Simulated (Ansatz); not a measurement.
Consider the formal exchange of groups at the Si–C bond: `C/C(Cl)=C(\F)[SiH3]` + `C[Si](C)(O)Cl` → `C[Si](O)([SiH3])Cl` + `C/C(F)=C(/C)Cl`.

Program: Ansatz. Geometries: PBE0-D4/def2-TZVP. ΔE: electronic, gas phase. CBS: MP2 limit from def2 TZ/QZ plus the TZ coupled-cluster correction, frozen cores. Double bonds are as drawn, so ΔE can hold a change between cis and trans. Functionals use def2-TZVPP. Each species was taken in one conformer, which may not be the lowest.

`C/C(Cl)=C(\F)[SiH3]`:

Cartesian coordinates in Å:
```
C 0.304 -0.161 2.090
C -0.201 -0.232 0.699
Cl -1.697 -1.076 0.475
C 0.368 0.280 -0.391
F 1.539 0.943 -0.229
Si -0.285 0.183 -2.153
H -0.422 0.339 2.736
H 1.245 0.388 2.120
H 0.464 -1.165 2.491
H 0.693 0.902 -3.005
H -0.393 -1.232 -2.586
H -1.615 0.832 -2.248
```

`C[Si](C)(O)Cl`:

Cartesian coordinates in Å:
```
C 1.178 0.191 -1.082
Si 0.039 -0.380 0.267
C -1.193 0.893 0.794
O -0.819 -1.710 -0.168
Cl 1.240 -0.869 1.888
H 1.740 1.073 -0.766
H 1.898 -0.587 -1.345
H 0.606 0.448 -1.978
H -0.692 1.805 1.125
H -1.803 0.516 1.617
H -1.856 1.145 -0.038
H -0.340 -2.527 -0.315
```

`C[Si](O)([SiH3])Cl`:

Z-matrix (Å, degrees):
```
C
Si 1 1.859
H 1 1.093 2 110.3
H 1 1.092 2 110.6 3 120.2
H 1 1.093 2 110.7 3 -120.2
O 2 1.642 1 112.3 3 59.5
Si 2 2.338 1 114.8 3 -62.1
Cl 2 2.077 1 106.4 3 178.8
H 6 0.959 2 118.4 1 62.6
H 7 1.488 2 110.5 1 62.4
H 7 1.485 2 110.2 1 -176.7
H 7 1.488 2 109.0 1 -56.8
```

`C/C(F)=C(/C)Cl`:

Z-matrix (Å, degrees):
```
C
C 1 1.476
H 1 1.094 2 109.9
H 1 1.087 2 111.1 3 -120.9
H 1 1.094 2 110.0 3 118.2
F 2 1.351 1 112.2 3 -58.7
C 2 1.330 1 130.5 3 121.3
C 7 1.485 2 125.6 1 180.0
Cl 7 1.732 2 119.3 1 0.0
H 8 1.093 7 110.5 2 120.5
H 8 1.089 7 110.5 2 -0.0
H 8 1.093 7 110.5 2 -120.6
```

(1) Is it downhill or uphill in electronic energy at CCSD(T)/CBS, and by how much? (An estimate is asked.)

(2) What do these levels give: B2PLYP, PBE, r2SCAN, HF/def2-TZVPP, CCSD(T)/def2-TZVPP, HF/def2-QZVPP? (Estimate.)

Largest T1 diagnostic among the species: 0.012.

Results:

(1) Ansatz gave: Uphill: ΔE = +0.34 eV.

(2) Ansatz gave: B2PLYP 0.33, PBE 0.20, r2SCAN 0.31, HF/def2-TZVPP 0.31, CCSD(T)/def2-TZVPP 0.33, HF/def2-QZVPP 0.32 eV.
